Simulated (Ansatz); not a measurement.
Mulliken charges of ClFSn, SMILES `[F][Sn][Cl]` from r2SCAN/def2-TZVPP in Ansatz (PBE0-D4/def2-TZVP geometry).

```tsv
atom	x (Å)	y (Å)	z (Å)	charge (e)
F1	-1.390	0.223	-0.744	-0.477
Sn2	0.164	0.898	0.191	0.871
Cl3	1.214	-1.186	0.540	-0.394
```

Problem. By hand: the dipole of these point charges (1 e Å = 4.8032 D).

Solution. Σ q r = (0.328, 1.143, 0.308) e Å, of length 1.228 e Å = 5.90 D.

Problem. How does the dipole of the full density compare? (Best estimate.)

Solution. Computed: (0.194, 0.646, 0.179) e Å, 3.35 D; the point charges give 1.76 times that, at 1° from its direction.

Point charges leave out the atoms' own dipoles, such as those of lone pairs, and Mulliken's split depends on the basis, so the two needn't agree.
